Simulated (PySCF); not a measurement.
**Excitation energy of Cd²⁺ by level of theory**

Cd²⁺ [Kr] 4d10 (1S) → Cd²⁺ [Kr] 4d9 5p1 (high-spin determinant), as a difference of total energies. Calculation: PySCF 2.14, in def2-QZVPPD with the def2 core potential (28 electrons) (7s5p4d4f2g, 88 functions); scalar relativity through the core potential. Correlated levels: valence: 4s2 4p6 frozen; valence and next inner shell: nothing frozen outside the core potential. The calculations carry no spin-orbit coupling.

```json
{"method": "UHF", "excitation energy (eV)": "16.406"}
{"method": "LDA", "excitation energy (eV)": "16.779"}
{"method": "PBE", "excitation energy (eV)": "16.557"}
{"method": "PBE0", "excitation energy (eV)": "16.769"}
{"method": "r2SCAN", "excitation energy (eV)": "16.661"}
{"method": "M06", "excitation energy (eV)": "17.845"}
{"method": "wB97M-V", "excitation energy (eV)": "16.967"}
{"method": "PBEsol", "excitation energy (eV)": "16.638"}
{"method": "B3LYP", "excitation energy (eV)": "16.633"}
{"method": "MP2 (valence)", "excitation energy (eV)": "17.664"}
{"method": "SCS-MP2 (valence)", "excitation energy (eV)": "17.620"}
{"method": "MP2 (valence and next inner shell)", "excitation energy (eV)": "17.372"}
{"method": "SCS-MP2 (valence and next inner shell)", "excitation energy (eV)": "17.301"}
```

Task: How much does correlation contribute at MP2 (valence and next inner shell)?

Result: 17.372 − (16.406) = 0.966 eV, measured against UHF.

The determinant of the upper state mixes LS terms, which raises its energy above the lowest term, most at the Hartree-Fock and MP2 levels.
